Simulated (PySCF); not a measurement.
## Fluorine: a sound run and one with changed settings

Sound run: F²⁺ [He] 2s2 2p3, F³⁺ [He] 2s2 2p2. All numbers are calculated (PySCF 2.14, scalar relativity by spin-free X2C-1e, in aug-cc-pVDZ-DK (4s3p2d, 23 functions)). In the sound run the correlated levels freeze 1s2. The sound run starts from symmetry-adapted Hartree-Fock orbitals and uses a fine grid where one is needed.

Changed run: a valence shell is frozen. This setting is unsound on purpose.

```csv
species,method,sound run (hartree),changed run (hartree),converged
F²⁺,MP2,-97.73404,-97.67923,yes
F²⁺,CCSD(T),-97.74904,-97.68189,yes
F³⁺,MP2,-95.43560,-95.38158,yes
F³⁺,CCSD(T),-95.45928,-95.38239,yes
```

Ionisation energy of F²⁺:

| method | sound run (eV) | changed run (eV) |
| --- | --- | --- |
| UHF | 62.220 | 62.220 |
| MP2 | 62.544 | 62.522 |
| SCS-MP2 | 62.362 | 62.321 |
| CCSD | 62.308 | 62.571 |
| CCSD(T) | 62.307 | 62.572 |

Freezing a valence shell removes pair correlation that changes on ionisation.

For comparison, NIST gives 62.708 eV between the lowest levels.
